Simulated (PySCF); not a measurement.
C$_{2}$H$_{9}$NOSi, singlet, geometry from GFN2-xTB; CASSCF(6,5)/STO-3G (PySCF).

Input for PySCF:
```python
from pyscf import gto, scf, mcscf
import numpy

mol = gto.Mole()
mol.atom = '''
    Si    0.01544862   -0.27049964   -0.48237745
    N    -1.26913165    0.10223560    0.57873133
    C    -2.63873035   -0.19086846    0.25459723
    O     1.26481054    0.38170243    0.32350556
    C     2.60135553    0.28783423   -0.04091933
    H     0.11411559   -1.73037044   -0.59305393
    H    -0.05369882    0.29550987   -1.84271638
    H    -1.17601125    0.91693895    1.16623558
    H    -3.10639712    0.58871050   -0.35836616
    H    -2.67039112   -1.12173202   -0.30632170
    H    -3.22839377   -0.31189436    1.16553224
    H     3.19524687    0.83340063    0.69374332
    H     2.77059072    0.72032817   -1.03064794
    H     2.92834451   -0.75495953   -0.06235215
'''
mol.basis = 'sto-3g'
mol.verbose = 4
mol.build()

mf = scf.RHF(mol)
mf.kernel()
mc = mcscf.CASSCF(mf, 5, 6)
mc.fix_spin_(ss=0.0)
mc = mc.newton()
mc.kernel()
occ = numpy.linalg.eigvalsh(mc.fcisolver.make_rdm1(mc.ci, mc.ncas, mc.nelecas))[::-1]
ss = mc.fcisolver.spin_square(mc.ci, mc.ncas, mc.nelecas)[0]
print('natural occupations', occ.round(4), ' <S^2>', round(ss, 4))
```

What the program printed (banner, timings and long lists left out):

```
PySCF version 2.14.0

[INPUT] verbose = 4
[INPUT] num. atoms = 14
[INPUT] num. electrons = 50
[INPUT] charge = 0
[INPUT] spin (= nelec alpha-beta = 2S) = 0
[INPUT] symmetry False subgroup None
[INPUT] Mole.unit = angstrom
[INPUT] Symbol           X                Y                Z      unit          X                Y                Z       unit  Magmom
[...]
nuclear repulsion = 248.998299541561
number of shells = 26
number of NR pGTOs = 114
number of NR cGTOs = 38
basis = sto-3g
ecp = {}

******** <class 'pyscf.scf.hf.RHF'> ********
method = RHF
initial guess = minao
damping factor = 0
level_shift factor = 0
DIIS = <class 'pyscf.scf.diis.CDIIS'>
diis_start_cycle = 1
diis_space = 8
diis_damp = 0
SCF conv_tol = 1e-09
SCF conv_tol_grad = None
SCF max_cycles = 50
direct_scf = True
direct_scf_tol = 1e-13
Set gradient conv threshold to 3.16228e-05
Initial guess from minao.
init E= -493.850739595455
[...]
cycle= 1 E= -493.16310021571  delta_E= 0.688  |g|= 0.518  |ddm|= 4.34
[...]
cycle= 2 E= -493.252162348281  delta_E= -0.0891  |g|= 0.153  |ddm|= 0.898
[...]
cycle= 3 E= -493.259721815753  delta_E= -0.00756  |g|= 0.0271  |ddm|= 0.231
[...]
cycle= 4 E= -493.260148064  delta_E= -0.000426  |g|= 0.00305  |ddm|= 0.0682
[...]
cycle= 5 E= -493.260154354074  delta_E= -6.29e-06  |g|= 0.000677  |ddm|= 0.00906
[...]
cycle= 6 E= -493.260154632655  delta_E= -2.79e-07  |g|= 0.000132  |ddm|= 0.00192
[...]
cycle= 7 E= -493.260154645074  delta_E= -1.24e-08  |g|= 3.64e-05  |ddm|= 0.000407
[...]
cycle= 8 E= -493.260154646205  delta_E= -1.13e-09  |g|= 7.56e-06  |ddm|= 0.000139
[...]
cycle= 9 E= -493.260154646248  delta_E= -4.27e-11  |g|= 1.47e-06  |ddm|= 2.46e-05
[...]
Extra cycle  E= -493.26015464625  delta_E= -2.05e-12  |g|= 6.05e-07  |ddm|= 3.13e-06
converged SCF energy = -493.26015464625

******** <class 'pyscf.mcscf.newton_casscf.CASSCF'> ********
CAS (3e+3e, 5o), ncore = 22, nvir = 11
max_cycle_macro = 50
max_cycle_micro = 10
conv_tol = 1e-07
conv_tol_grad = None
orbital rotation max_stepsize = 0.03
augmented hessian ah_max_cycle = 30
augmented hessian ah_conv_tol = 1e-12
augmented hessian ah_linear dependence = 1e-14
augmented hessian ah_level shift = 1e-08
augmented hessian ah_start_tol = 500
augmented hessian ah_start_cycle = 3
augmented hessian ah_grad_trust_region = 3
kf_trust_region = 3
kf_interval = 5
natorb = False
canonicalization = True
internal_rotation = False
******** <class 'pyscf.fci.addons.SpinPenaltyFCISolver'> ********
max. cycles = 50
conv_tol = 1e-08
davidson only = True
linear dependence = 1e-12
level shift = 0.001
max iter space = 12
nroots = 1
pspace_size = 400
spin = None

WARN: SO-CASSCF (Second order CASSCF) is an experimental feature. Its performance is bad for large systems.

CASCI E = -493.26327021318  dE = -493.26327  S^2 = 0.0000000
Set conv_tol_grad to 0.000316228
macro 1 (11 JK  7 micro), CASSCF E = -493.266822343067  dE = -0.003552  |grad|=0.0213  S^2 = 0.0000000
macro 2 (10 JK  6 micro), CASSCF E = -493.271770322494  dE = -0.004948  |grad|=0.022  S^2 = 0.0000000
macro 3 (11 JK  7 micro), CASSCF E = -493.275375805316  dE = -0.003605  |grad|=0.017  S^2 = 0.0000000
macro 4 (10 JK  6 micro), CASSCF E = -493.280122748814  dE = -0.004747  |grad|=0.0226  S^2 = 0.0000000
macro 5 (10 JK  6 micro), CASSCF E = -493.285708143827  dE = -0.005585  |grad|=0.0215  S^2 = 0.0000000
macro 6 (10 JK  6 micro), CASSCF E = -493.288734105972  dE = -0.003026  |grad|=0.0106  S^2 = 0.0000000
macro 7 (10 JK  6 micro), CASSCF E = -493.289943021547  dE = -0.001209  |grad|=0.00492  S^2 = 0.0000000
macro 8 (6 JK  2 micro), CASSCF E = -493.290083882579  dE = -0.0001409  |grad|=0.00367  S^2 = 0.0000000
macro 9 (6 JK  2 micro), CASSCF E = -493.290161601077  dE = -7.772e-05  |grad|=0.00179  S^2 = 0.0000000
macro 10 (5 JK  1 micro), CASSCF E = -493.290161601278  dE = -2.012e-10  |grad|=0.00165  S^2 = 0.0000000
macro 11 (5 JK  1 micro), CASSCF E = -493.290161601299  dE = -2.12e-11  |grad|=0.00165  S^2 = 0.0000000
[...]
macro 16 (5 JK  1 micro), CASSCF E = -493.290161601304  dE = 5.116e-13  |grad|=0.00165  S^2 = 0.0000000
macro 17 (5 JK  1 micro), CASSCF E = -493.290161601305  dE = -5.116e-13  |grad|=0.00165  S^2 = 0.0000000
macro 18 (5 JK  1 micro), CASSCF E = -493.290161601304  dE = 6.821e-13  |grad|=0.00165  S^2 = 0.0000000
macro 19 (5 JK  1 micro), CASSCF E = -493.290161601305  dE = -5.684e-13  |grad|=0.00165  S^2 = 0.0000000
macro 20 (5 JK  1 micro), CASSCF E = -493.290161601304  dE = 3.411e-13  |grad|=0.00165  S^2 = 0.0000000
macro 21 (5 JK  1 micro), CASSCF E = -493.290161601305  dE = -3.411e-13  |grad|=0.00165  S^2 = 0.0000000
macro 22 (5 JK  1 micro), CASSCF E = -493.290161601304  dE = 5.116e-13  |grad|=0.00165  S^2 = 0.0000000
macro 23 (5 JK  1 micro), CASSCF E = -493.290161601305  dE = -5.684e-13  |grad|=0.00165  S^2 = 0.0000000
macro 24 (5 JK  1 micro), CASSCF E = -493.290161601304  dE = 3.979e-13  |grad|=0.00165  S^2 = 0.0000000
macro 25 (5 JK  1 micro), CASSCF E = -493.290161601304  dE = 0  |grad|=0.00165  S^2 = 0.0000000
macro 26 (5 JK  1 micro), CASSCF E = -493.290161601305  dE = -4.547e-13  |grad|=0.00165  S^2 = 0.0000000
macro 27 (5 JK  1 micro), CASSCF E = -493.290161601304  dE = 5.116e-13  |grad|=0.00165  S^2 = 0.0000000
macro 28 (5 JK  1 micro), CASSCF E = -493.290161601304  dE = 1.705e-13  |grad|=0.00165  S^2 = 0.0000000
macro 29 (5 JK  1 micro), CASSCF E = -493.290161601305  dE = -4.547e-13  |grad|=0.00165  S^2 = 0.0000000
macro 30 (5 JK  1 micro), CASSCF E = -493.290161601304  dE = 2.274e-13  |grad|=0.00165  S^2 = 0.0000000
macro 31 (5 JK  1 micro), CASSCF E = -493.290161601304  dE = -5.684e-14  |grad|=0.00165  S^2 = 0.0000000
macro 32 (5 JK  1 micro), CASSCF E = -493.290161601305  dE = -4.547e-13  |grad|=0.00165  S^2 = 0.0000000
macro 33 (5 JK  1 micro), CASSCF E = -493.290161601304  dE = 5.684e-13  |grad|=0.00165  S^2 = 0.0000000
macro 34 (5 JK  1 micro), CASSCF E = -493.290161601304  dE = -5.684e-14  |grad|=0.00165  S^2 = 0.0000000
macro 35 (5 JK  1 micro), CASSCF E = -493.290161601305  dE = -3.411e-13  |grad|=0.00165  S^2 = 0.0000000
macro 36 (5 JK  1 micro), CASSCF E = -493.290161601304  dE = 2.842e-13  |grad|=0.00165  S^2 = 0.0000000
macro 37 (5 JK  1 micro), CASSCF E = -493.290161601304  dE = 5.684e-14  |grad|=0.00165  S^2 = 0.0000000
macro 38 (5 JK  1 micro), CASSCF E = -493.290161601305  dE = -1.137e-13  |grad|=0.00165  S^2 = 0.0000000
macro 39 (5 JK  1 micro), CASSCF E = -493.290161601304  dE = 5.116e-13  |grad|=0.00165  S^2 = 0.0000000
macro 40 (5 JK  1 micro), CASSCF E = -493.290161601304  dE = -5.684e-14  |grad|=0.00165  S^2 = 0.0000000
macro 41 (5 JK  1 micro), CASSCF E = -493.290161601304  dE = -3.979e-13  |grad|=0.00165  S^2 = 0.0000000
macro 42 (5 JK  1 micro), CASSCF E = -493.290161601304  dE = 3.979e-13  |grad|=0.00165  S^2 = 0.0000000
macro 43 (5 JK  1 micro), CASSCF E = -493.290161601304  dE = -1.705e-13  |grad|=0.00165  S^2 = 0.0000000
macro 44 (5 JK  1 micro), CASSCF E = -493.290161601304  dE = 3.411e-13  |grad|=0.00165  S^2 = 0.0000000
macro 45 (5 JK  1 micro), CASSCF E = -493.290161601305  dE = -6.253e-13  |grad|=0.00165  S^2 = 0.0000000
macro 46 (5 JK  1 micro), CASSCF E = -493.290161601304  dE = 2.842e-13  |grad|=0.00165  S^2 = 0.0000000
macro 47 (5 JK  1 micro), CASSCF E = -493.290161601304  dE = 2.274e-13  |grad|=0.00165  S^2 = 0.0000000
macro 48 (5 JK  1 micro), CASSCF E = -493.290161601304  dE = 1.705e-13  |grad|=0.00165  S^2 = 0.0000000
macro 49 (5 JK  1 micro), CASSCF E = -493.290161601304  dE = -3.979e-13  |grad|=0.00165  S^2 = 0.0000000
macro 50 (5 JK  1 micro), CASSCF E = -493.290161601304  dE = 2.842e-13  |grad|=0.00165  S^2 = 0.0000000
newton CASSCF not converged, 50 macro (100 KF 189 Hx) steps
CASSCF canonicalization
Density matrix diagonal elements [1.98168542 1.99305907 1.98207816 0.01886368 0.02431366]
CASSCF energy = -493.290161601304
CASCI E = -493.290161601304  E(CI) = -9.33426260685667  S^2 = 0.0000000
natural occupations [1.9978 1.9841 1.9754 0.0267 0.0159]  <S^2> 0.0
```

The run did not converge; its last values are not results.
